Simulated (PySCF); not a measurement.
Delta-SCF ions had no search for a lower state. Excitations are Tamm–Dancoff values on a coarser integration grid. The basis has no diffuse functions, so Rydberg states are missing or too high.

Cartesian coordinates (Å):
```xyz
9

C     -0.9312     0.4195     0.0165
C      0.2610    -0.4963     0.2779
C      1.4496    -0.0827    -0.4518
N      2.3798     0.2584    -1.0348
H     -1.1918     0.4270    -1.0424
H     -1.7963     0.0717     0.5827
H     -0.7095     1.4435     0.3190
H      0.5088    -0.5154     1.3430
H      0.0294    -1.5257    -0.0100
```
Charge 0, spin multiplicity 1.

Task: What is the computed T1 excitation (TDA), S1–T1 gap (TDA), vertical ionisation energy (Delta-SCF), dipole moment and HOMO (PBE0-D4/def2-TZVP in PySCF 2.14.0)?

Result: 
- T1 excitation (TDA) = 6.37 eV
- S1–T1 gap (TDA) = 1.43 eV
- vertical ionisation energy (Delta-SCF) = 11.80 eV
- dipole moment = 4.12 D
- HOMO = -9.31 eV
